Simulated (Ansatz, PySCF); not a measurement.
Process, species as SMILES: [SiH2][AsH2] -> [SiH2-][AsH2] (an electron is taken up)
Structures are relaxed separately at B3LYP-D3(BJ)/def2-TZVP in Ansatz (an electronic-structure program), one conformer each, not searched for the lowest.

Wanted: adiabatic electron affinity (0 K, with B3LYP-D3(BJ) harmonic zero-point energies from PySCF), positive where the reaction releases energy, in eV. Cores are frozen in the correlated levels unless marked. Open shells are spin-unrestricted. Spin-orbit coupling is left out. Frozen are the shells of the preceding noble gas and the d and f shells that filled before the atom's block. Non-relativistic. Anions need diffuse functions: def2-D sets add few; the other sets have none. CBS marks a two-point X^-3 extrapolation of the correlation energy; Hartree-Fock from the larger set. [CCSD(T)-MP2]/basis is that difference in the basis named.

| level | program | adiabatic electron affinity (eV) |
|---|---|---|
| PBE0/def2-SVP | Ansatz | ___ |
| TPSSh-D3(BJ)/def2-TZVPD | PySCF + dftd3 | 1.59 |
| PW6B95/def2-TZVPD | PySCF | 1.69 |
| HSE06/def2-TZVPD | Ansatz | 1.61 |
| B2GP-PLYP-D3(BJ)/def2-TZVPD | Ansatz + dftd3 | 1.59 |
| SCS-MP2/6-31G | Ansatz | 1.05 |
| CCSD/def2-SVP | Ansatz | ___ |
| CCSD/def2-TZVPPD | Ansatz | ___ |
| RI-MP2/CBS(def2-TZVPPD,def2-QZVPPD)+[CCSD(T)-MP2]/def2-TZVPPD | Ansatz | ___ |

Problem. Some entries are withheld; supply them.

Solution. 
- PBE0/def2-SVP, adiabatic electron affinity (eV): 1.46
- CCSD/def2-SVP, adiabatic electron affinity (eV): 1.21
- CCSD/def2-TZVPPD, adiabatic electron affinity (eV): 1.60
- RI-MP2/CBS(def2-TZVPPD,def2-QZVPPD)+[CCSD(T)-MP2]/def2-TZVPPD, adiabatic electron affinity (eV): 1.79
